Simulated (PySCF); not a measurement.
From one molecule to another.

First species: C8H10.
Numbering: `[CH3:1]/[CH:2]=[CH:3]\[C:4]1=[CH:5][CH2:6][CH:7]=[CH:8]1` (hydrogens: H9, H10, H11 on C1; H12 on C2; H13 on C3; H14 on C5; H15, H16 on C6; H17 on C7; H18 on C8)

Second species: C5H8N2.
Atom-mapped SMILES: `[H]/[N:1]=[CH:2]\[C@H:3]1[CH:4]=[N:5][CH2:6][CH2:7]1` (hydrogens: H8 on N1; H9 on C2; H10 on C3; H11 on C4; H12, H13 on C6; H14, H15 on C7)

Geometry (GFN2-xTB, Å), atoms numbered from 1 in this order:
```xyz
15
C5H8N2 angstrom
N      2.744    0.755   -0.094
C      1.496    0.772   -0.184
C      0.532   -0.365    0.014
C     -0.152   -0.197    1.359
N     -1.391   -0.012    1.333
C     -1.880   -0.016   -0.021
C     -0.672   -0.327   -0.943
H      3.155   -0.152    0.127
H      1.040    1.732   -0.412
H      1.075   -1.315   -0.015
H      0.397   -0.221    2.286
H     -2.675   -0.761   -0.099
H     -2.323    0.961   -0.226
H     -0.800   -1.286   -1.442
H     -0.550    0.440   -1.706
```

Levels: PBE0/def2-SVPD for HOMO energy, LUMO energy, HOMO–LUMO gap and static isotropic polarisability; TDDFT PBE0/def2-SVPD for lowest singlet excitation; TDA PBE0/def2-SVPD for lowest triplet excitation (Tamm–Dancoff). Geometries: GFN2-xTB. All species are isolated and taken at one optimised geometry, non-relativistic unless stated; the electronic structure was computed with PySCF and density fitting.

The conformers computed, where there is a choice (atom-mapped SMILES and torsion angles):
- `[CH3:1]/[CH:2]=[CH:3]\[C:4]1=[CH:5][CH2:6][CH:7]=[CH:8]1`: C2–C3–C4–C5 0°

The conformers of `[H]/N=C\[C@H]1C=NCC1` aren't listed.

```
                                property  column X  column Y
                             HOMO energy  -7.41 eV  -6.02 eV
                             LUMO energy  -0.85 eV  -0.98 eV
                           HOMO–LUMO gap   6.56 eV   5.04 eV
               lowest singlet excitation   4.89 eV   4.52 eV
lowest triplet excitation (Tamm–Dancoff)   4.10 eV   2.60 eV
         static isotropic polarisability   70.5 au   94.8 au
```

(1) Which column belongs to which species?

(2) How does each property change from the first species to the second?

## Answers

(1) Column X is the second species and column Y the first. The first has 18 atoms and 58 electrons, the second 15 and 52.

(2) HOMO energy -1.39 eV; LUMO energy +0.13 eV; HOMO–LUMO gap +1.52 eV; lowest singlet excitation +0.37 eV; lowest triplet excitation (Tamm–Dancoff) +1.50 eV; static isotropic polarisability -24.3 au.

On the first: S1 lies 0.52 eV below the HOMO–LUMO gap; its leading configuration is HOMO→LUMO, weight 0.97. The polarisability is 14.04 Å³ as a volume (1 au = 0.148185 Å³), or 1.63 au for each of the 58 electrons.

On the second: S1 lies 1.67 eV below the HOMO–LUMO gap; its leading configuration is HOMO→LUMO, weight 0.89. The 6 singlets span 4.89 to 7.08 eV, and their oscillator strengths add up to 0.20.
